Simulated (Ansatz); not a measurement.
Calculation: PBE0-D3(BJ)/def2-TZVP run with Ansatz (a first-principles code). No frequencies were computed at this level.

Ansatz 0.2 input:
```yaml
crystal:
  periodic: [false, false, false]
  atoms:
    - { symbol: Si, position_ang: [-2.095952, -0.576956, -0.125435] }
    - { symbol: Al, position_ang: [0.116894, 0.417267, 0.061692] }
    - { symbol: Si, position_ang: [2.37656, -0.471138, -0.008002] }
    - { symbol: S, position_ang: [0.037064, 2.623242, 0.363263] }
    - { symbol: H, position_ang: [-2.022278, -2.029884, -0.381726] }
    - { symbol: H, position_ang: [-2.925218, -0.026185, -1.222995] }
    - { symbol: H, position_ang: [-2.943845, -0.434246, 1.081013] }
    - { symbol: H, position_ang: [3.114132, -0.387105, 1.272431] }
    - { symbol: H, position_ang: [3.265165, 0.163612, -1.006333] }
    - { symbol: H, position_ang: [2.371613, -1.912701, -0.354123] }
    - { symbol: H, position_ang: [-1.294135, 2.634093, 0.320215] }
basis:
  gaussian: { orbitals: def2-tzvp }
hamiltonian:
  xc: pbe0
  dispersion: d3bj
relax:
  max_steps: 150
```

Output:

```
Functional definition: PBE0
1394 factors; their error is unknown
mean field evaluation 1: about -33288.2082 eV, gradient 2.1e1 eV
mean field evaluation 2: about -33288.5047 eV, gradient 2.1e1 eV
mean field evaluation 4: about -33289.7327 eV, gradient 1.1e0 eV
mean field evaluation 8: about -33289.8377 eV, gradient 1.4e-1 eV
mean field -33289.83775170 eV, -1223.3789727125 hartree, gradient 5.8e-5 eV, S^2 0.000000; 0 other end points of the search recorded, 0 dependent functions left out
reference -33289.83779224 eV, -1223.3789742024 hartree; 32, 32 occupied and 158, 158 virtual orbitals, 1394 factors
relax step   1: F+E_penalty+E_count = -33290.08643873 eV  Δ(F+E_penalty+E_count) = +0.000e0 eV  max|allowed force component| = 8.557e-1 eV/Å  Δτ_max = 0.0000 Å  (25 SCF iters, accepted)
these checks for a lower state are left out or cut short: starts, cluster_reference, orbital_swaps, neighbouring_geometries, increment
1394 factors; their error is unknown
mean field evaluation 16: about -33289.7162 eV, gradient 6.3e0 eV
mean field -33289.89443382 eV, -1223.3810557419 hartree, gradient 2.5e-5 eV, S^2 0.000000; 0 other end points of the search recorded, 0 dependent functions left out
reference -33289.89447446 eV, -1223.3810572354 hartree; 32, 32 occupied and 158, 158 virtual orbitals, 1394 factors
relax step   2: F+E_penalty+E_count = -33290.14193861 eV  Δ(F+E_penalty+E_count) = -5.550e-2 eV  max|allowed force component| = 2.875e-1 eV/Å  Δτ_max = 0.1953 Å  (28 SCF iters, accepted)
these checks for a lower state are left out or cut short: starts, cluster_reference, orbital_swaps, neighbouring_geometries, increment
1394 factors; their error is unknown
mean field -33289.91855414 eV, -1223.3819421474 hartree, gradient 1.8e-5 eV, S^2 0.000000; 0 other end points of the search recorded, 0 dependent functions left out
reference -33289.91859476 eV, -1223.3819436400 hartree; 32, 32 occupied and 158, 158 virtual orbitals, 1394 factors
relax step   3: F+E_penalty+E_count = -33290.16718676 eV  Δ(F+E_penalty+E_count) = -2.525e-2 eV  max|allowed force component| = 6.967e-2 eV/Å  Δτ_max = 0.1220 Å  (27 SCF iters, accepted)
these checks for a lower state are left out or cut short: starts, cluster_reference, orbital_swaps, neighbouring_geometries, increment
1394 factors; their error is unknown
mean field evaluation 32: about -33289.9195 eV, gradient 1.3e-1 eV
mean field -33289.91954163 eV, -1223.3819784371 hartree, gradient 1.9e-5 eV, S^2 0.000000; 0 other end points of the search recorded, 0 dependent functions left out
reference -33289.91958225 eV, -1223.3819799297 hartree; 32, 32 occupied and 158, 158 virtual orbitals, 1394 factors
relax step   4: F+E_penalty+E_count = -33290.16801934 eV  Δ(F+E_penalty+E_count) = -8.326e-4 eV  max|allowed force component| = 3.591e-2 eV/Å  Δτ_max = 0.0347 Å  (27 SCF iters, accepted)
these checks for a lower state are left out or cut short: starts, cluster_reference, orbital_swaps, neighbouring_geometries, increment
1394 factors; their error is unknown
mean field -33289.91935704 eV, -1223.3819716535 hartree, gradient 2.0e-5 eV, S^2 0.000000; 0 other end points of the search recorded, 0 dependent functions left out
reference -33289.91939763 eV, -1223.3819731452 hartree; 32, 32 occupied and 158, 158 virtual orbitals, 1394 factors
relax step   5: F+E_penalty+E_count = -33290.16786862 eV  Δ(F+E_penalty+E_count) = +1.507e-4 eV  max|allowed force component| = 4.777e-2 eV/Å  Δτ_max = 0.0211 Å  (27 SCF iters, rejected (line search))
these checks for a lower state are left out or cut short: starts, cluster_reference, orbital_swaps, neighbouring_geometries, increment
1394 factors; their error is unknown
mean field -33289.91988354 eV, -1223.3819910019 hartree, gradient 1.9e-5 eV, S^2 0.000000; 0 other end points of the search recorded, 0 dependent functions left out
reference -33289.91992414 eV, -1223.3819924939 hartree; 32, 32 occupied and 158, 158 virtual orbitals, 1394 factors
relax step   6: F+E_penalty+E_count = -33290.16836228 eV  Δ(F+E_penalty+E_count) = -3.429e-4 eV  max|allowed force component| = 6.206e-3 eV/Å  Δτ_max = 0.0103 Å  (28 SCF iters, accepted)
these checks for a lower state are left out or cut short: starts, cluster_reference, orbital_swaps, neighbouring_geometries, increment
1394 factors; their error is unknown
mean field -33289.92004783 eV, -1223.3819970396 hartree, gradient 1.4e-5 eV, S^2 0.000000; 0 other end points of the search recorded, 0 dependent functions left out
reference -33289.92008842 eV, -1223.3819985310 hartree; 32, 32 occupied and 158, 158 virtual orbitals, 1394 factors
relax step   7: F+E_penalty+E_count = -33290.16849548 eV  Δ(F+E_penalty+E_count) = -1.332e-4 eV  max|allowed force component| = 8.841e-3 eV/Å  Δτ_max = 0.0094 Å  (22 SCF iters, accepted)
these checks for a lower state are left out or cut short: starts, cluster_reference, orbital_swaps, neighbouring_geometries, increment
1394 factors; their error is unknown
mean field -33289.92025402 eV, -1223.3820046169 hartree, gradient 1.9e-5 eV, S^2 0.000000; 0 other end points of the search recorded, 0 dependent functions left out
reference -33289.92029459 eV, -1223.3820061076 hartree; 32, 32 occupied and 158, 158 virtual orbitals, 1394 factors
relax step   8: F+E_penalty+E_count = -33290.16861422 eV  Δ(F+E_penalty+E_count) = -1.187e-4 eV  max|allowed force component| = 1.113e-2 eV/Å  Δτ_max = 0.0129 Å  (28 SCF iters, accepted)
these checks for a lower state are left out or cut short: starts, cluster_reference, orbital_swaps, neighbouring_geometries, increment
1394 factors; their error is unknown
mean field evaluation 64: about -33289.8180 eV, gradient 3.9e-1 eV
mean field -33289.92040874 eV, -1223.3820103027 hartree, gradient 1.9e-5 eV, S^2 0.000000; 0 other end points of the search recorded, 0 dependent functions left out
reference -33289.92044928 eV, -1223.3820117924 hartree; 32, 32 occupied and 158, 158 virtual orbitals, 1394 factors
relax step   9: F+E_penalty+E_count = -33290.16869450 eV  Δ(F+E_penalty+E_count) = -8.029e-5 eV  max|allowed force component| = 4.305e-3 eV/Å  Δτ_max = 0.0115 Å  (27 SCF iters, accepted)
these checks for a lower state are left out or cut short: starts, cluster_reference, orbital_swaps, neighbouring_geometries, increment
1394 factors; their error is unknown
mean field -33289.92052676 eV, -1223.3820146400 hartree, gradient 1.9e-5 eV, S^2 0.000000; 0 other end points of the search recorded, 0 dependent functions left out
reference -33289.92056726 eV, -1223.3820161282 hartree; 32, 32 occupied and 158, 158 virtual orbitals, 1394 factors
relax step  10: F+E_penalty+E_count = -33290.16876231 eV  Δ(F+E_penalty+E_count) = -6.780e-5 eV  max|allowed force component| = 5.760e-3 eV/Å  Δτ_max = 0.0189 Å  (27 SCF iters, accepted)
1394 factors; their error is unknown
mean field -33289.92052676 eV, -1223.3820146400 hartree, gradient 1.9e-5 eV, S^2 0.000000; 1 other end points of the search recorded, 0 dependent functions left out
reference -33289.92056726 eV, -1223.3820161282 hartree; 32, 32 occupied and 158, 158 virtual orbitals, 1394 factors
Total energy: -33290.16880280 eV, -1223.3911386161 hartree
Atom 0 at    -2.070446    -0.641082    -0.131593 Å, force     0.000665    -0.001001     0.002643 eV/Å
Atom 1 at     0.096762     0.493104     0.059737 Å, force    -0.003584     0.000639    -0.003029 eV/Å
Atom 2 at     2.335323    -0.506102    -0.018172 Å, force     0.005699     0.004628     0.003405 eV/Å
Atom 3 at     0.076788     2.664515     0.346054 Å, force    -0.004432    -0.001398    -0.001341 eV/Å
Atom 4 at    -1.931851    -2.102021    -0.385834 Å, force    -0.002247     0.000249    -0.000107 eV/Å
Atom 5 at    -2.870673    -0.055824    -1.245728 Å, force     0.000425     0.001066     0.000716 eV/Å
Atom 6 at    -2.861412    -0.468279     1.121051 Å, force     0.000923     0.000356    -0.000671 eV/Å
Atom 7 at     2.998718    -0.405839     1.313601 Å, force    -0.001015    -0.002367    -0.002652 eV/Å
Atom 8 at     3.202690     0.193448    -1.008048 Å, force     0.000183    -0.000792     0.002587 eV/Å
Atom 9 at     2.286844    -1.947825    -0.390838 Å, force    -0.002376     0.002271    -0.001026 eV/Å
Atom 10 at    -1.262743     2.775905     0.339771 Å, force     0.005760    -0.003650    -0.000524 eV/Å
Dipole moment:    -0.153506    -0.104282    -0.019831 e Å
```

Cost: very roughly 50 core-seconds.
